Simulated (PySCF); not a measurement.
SrCl, SMILES [Cl][Sr+], charge +1.

Geometry: B3LYP-D3(BJ)/def2-TZVPD. The multiplicity is an assumed one; other spin states were not compared. The def2 effective core potentials stand for the cores of Sr; spin–orbit coupling is left out.

These are M06-2X/def2-TZVPD (PySCF) values and carry that method's errors.

The molecule is in vacuum.

Computed frontier levels, gap, dipole moment and polarisability:
```
Item                                                              Result
------------------------------------------------  ----------------------
highest occupied level                                         -13.67 eV
lowest empty level                                              -6.68 eV
orbital gap                                                      6.99 eV
dipole moment about the centre of nuclear charge                  9.83 D
mean static polarisability                          32.7 bohr³ (4.85 Å³)
polarisability, principal values                  25.8, 25.8, 46.4 bohr³
```
